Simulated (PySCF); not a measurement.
Ionisation energy of Sm²⁺ by level of theory

Sm²⁺ [Xe] 4f6 (7F) → Sm³⁺ [Xe] 4f5 (high-spin determinant), as a difference of total energies. All numbers are calculated (PySCF 2.14, the spin-free X2C one-electron Hamiltonian (Gaussian nucleus), in ANO-RCC-VTZP). Correlated levels: valence: [Kr] 4d10 frozen; valence and next inner shell: [Ar] 3d10 frozen. The calculations carry no spin-orbit coupling.

```csv
method,ionisation energy (eV)
UHF,21.368
LDA,25.246
PBE,24.791
PBE0,24.210
r2SCAN,24.280
MP2 (valence),23.727
SCS-MP2 (valence),22.778
MP2 (valence and next inner shell),24.060
SCS-MP2 (valence and next inner shell),23.124
```

Q: How much does correlation contribute at MP2 (valence and next inner shell)?

A: 24.060 − (21.368) = 2.692 eV, measured against UHF.

A first-order spin-orbit estimate (lowest level to lowest level, LS coupling) adds -0.200 eV.

Errors of the correlated levels include the incompleteness of this basis and the frozen core.

The determinant of Sm³⁺ mixes LS terms, which raises its energy above the lowest term, most at the Hartree-Fock and MP2 levels.

For comparison: 23.55 ± 0.08 eV (semi-empirical (NIST evaluation); NIST Atomic Spectra Database, ionization energies).
